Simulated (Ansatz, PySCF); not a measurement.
This PySCF input computes a r2SCAN/def2-TZVPD energy:

```python
from pyscf import gto, scf, dft

mol = gto.M(
    atom='''
    O    -1.61668830    0.89696804    0.03358388
    S    -1.00744960   -0.44291150    0.01744965
    S     1.00465473   -0.44908648   -0.02049389
    O     1.62227805    0.88702792   -0.02749539
    ''',
    basis='def2-tzvpd',
    charge=0,
    spin=0,
    verbose=4,
)

mf = dft.RKS(mol, xc='r2scan').density_fit(auxbasis='def2-universal-jkfit')
mf.grids.level = 4
mf.conv_tol = 1e-9
mf.max_cycle = 100
mf.max_memory = 1500
mf.kernel()
if not mf.converged:
    mf = mf.newton()
    mf.kernel(mf.make_rdm1())
mf.analyze()
```

Problem. Write an input for the same energy in Ansatz (a program for electronic structure) and say what it gives.

Solution. 
Ansatz 0.2 input:
```yaml
crystal:
  periodic: [false, false, false]
  atoms:
    - {symbol: O, position_ang: [-1.61668830, 0.89696804, 0.03358388]}
    - {symbol: S, position_ang: [-1.00744960, -0.44291150, 0.01744965]}
    - {symbol: S, position_ang: [1.00465473, -0.44908648, -0.02049389]}
    - {symbol: O, position_ang: [1.62227805, 0.88702792, -0.02749539]}
basis:
  gaussian:
    orbitals: def2-TZVPD
hamiltonian:
  xc: {name: r2SCAN}
output: {forces: true}
```
It gives -946.76254 Eh, and PySCF -946.76262 Eh, a difference of 0.08 mEh, from the treatment of integrals and grids.
